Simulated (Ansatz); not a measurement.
**Abstraction of Br: CH3Br + C2H2F → CH3 + C2H2BrF**

Species: CH3Br (bromomethane) `CBr`, singlet; C2H2F `C=[C]F`, doublet; CH3 `[CH3]`, doublet; C2H2BrF `C=C(F)Br`, singlet. A radical takes Br: the energy is the difference in strength between two C–Br bonds in different surroundings.

Shapes, held fixed at every level: PBE0-D4/def2-TZVP. Programs: Ansatz 0.2.0. Electronic energies: no zero-point or thermal term.

```json
{"level": "PBE-D4/def2-TZVPP", "kind": "GGA", "ΔE (kJ/mol)": "-27.9", "CPU time (sum over the molecules)": "14 s"}
{"level": "B3LYP-D4/def2-TZVPP", "kind": "global hybrid", "ΔE (kJ/mol)": "-30.4", "CPU time (sum over the molecules)": "21 s"}
{"level": "PBE0-D4/def2-TZVPP", "kind": "global hybrid", "ΔE (kJ/mol)": "-29.8", "CPU time (sum over the molecules)": "16 s"}
{"level": "r2SCAN0-D4/def2-TZVPP", "kind": "global hybrid", "ΔE (kJ/mol)": "-33.0", "CPU time (sum over the molecules)": "26 s"}
{"level": "wB97M-V/def2-TZVPP", "kind": "range-separated hybrid", "ΔE (kJ/mol)": "-33.2", "CPU time (sum over the molecules)": "56 s"}
{"level": "wB97X-V/def2-TZVPP", "kind": "range-separated hybrid", "ΔE (kJ/mol)": "-28.3", "CPU time (sum over the molecules)": "42 s"}
{"level": "B2PLYP/def2-TZVPP", "kind": "double hybrid", "ΔE (kJ/mol)": "-31.1", "CPU time (sum over the molecules)": "35 s"}
```

B2PLYP/def2-TZVPP gives ΔE = -31.1 kJ/mol; the levels span -33.2 to -27.9. The median of the levels is -30.4. No measured value is set beside it here. Spin contamination: C2H2F (⟨S²⟩ up to 0.93). Open shells run unrestricted unless RO is named. Relativity is left out for Br unless named. Correlated rows may include outer-core shells of Br, which these sets cover unevenly. Times are processor times on shared x86 and Arm servers, and rough.
